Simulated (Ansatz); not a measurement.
K₄H₅⁻. Charge -1, multiplicity 1. Geometry PBE0-D4/def2-SVPD.

```xyz
9

K     3.003   -2.147   -0.886
K    -1.382    0.112    1.247
K     0.954   -3.179    2.613
K     0.415    1.364   -2.133
H    -1.686    3.453   -1.943
H    -1.594    3.966   -2.518
H    -1.001   -1.695    2.978
H     2.860   -3.727    1.163
H    -1.569    1.855   -0.521
```

The restricted singlet is unstable towards broken spin symmetry in Hartree–Fock (as tested in another run); at PBE-D4/def2-TZVPD, r2SCAN-D4/def2-TZVPD, B97M-V/def2-TZVPD, r2SCANh-D4/def2-TZVPD and others this wasn't settled. At PBE-D4/def2-TZVPD, r2SCAN-D4/def2-TZVPD, B97M-V/def2-TZVPD, r2SCANh-D4/def2-TZVPD and others the highest occupied level of the charge -1 singlet lies above zero (up to 0.65 eV). The electron is either unbound and held by the finite basis, or the level is raised by self-interaction error. In the singlet, H5 and H6 lie 0.78 Å apart (atoms count from 1), so H2 has formed as a molecule. Another isomer (singlet) lies 0.52 eV lower at PBE0-D4/def2-TZVPD; other spin states weren't run for this one.

Estimate the orbital energies around the gap (eV) in Ansatz with PBE-D4/def2-TZVPD, r2SCAN-D4/def2-TZVPD, B97M-V/def2-TZVPD, r2SCANh-D4/def2-TZVPD, PBE0-D4/def2-TZVPD.


```csv
orbital,PBE-D4/def2-TZVPD,r2SCAN-D4/def2-TZVPD,B97M-V/def2-TZVPD,r2SCANh-D4/def2-TZVPD,PBE0-D4/def2-TZVPD
HOMO−5,-14.62,-15.23,-15.46,-15.96,-16.65
HOMO−4,-7.17,-7.67,-7.64,-8.25,-8.82
HOMO−3,-1.72,-1.85,-2.00,-2.25,-2.76
HOMO−2,-1.29,-1.45,-1.59,-1.84,-2.31
HOMO−1,-1.10,-1.26,-1.40,-1.65,-2.11
HOMO,0.61,0.63,0.65,0.49,0.26
LUMO,1.32,1.51,1.31,1.62,1.67
LUMO+1,1.39,1.51,1.32,1.63,1.72
LUMO+2,1.41,1.58,1.33,1.69,1.73
LUMO+3,1.46,1.90,1.43,1.94,1.80
LUMO+4,1.73,2.18,1.69,2.25,2.05
LUMO+5,1.86,2.24,1.79,2.30,2.17
```
